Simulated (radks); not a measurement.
The barium ion Ba3+ is in [Kr] 4d10 5s2 5p5. All-electron calculation, scalar-relativistic Kohn-Sham, PBEsol, spin-polarised, spherical densities, finite nucleus; Fermi nuclear charge, rms radius of each element as measured or else 0.836 A^(1/3) + 0.57 fm. Program: a radial shooting solver on a logarithmic mesh with Libxc functionals. Open shells are filled with parallel spins first. One electron is removed from 4d, 5s, 4p, 5p in turn, with full relaxation. Which removal costs least, and what does each cost?

Answer. 5p 47.296 eV; 5s 63.661 eV; 4d 125.71 eV; 4p 217.72 eV. The 5p electron leaves first.
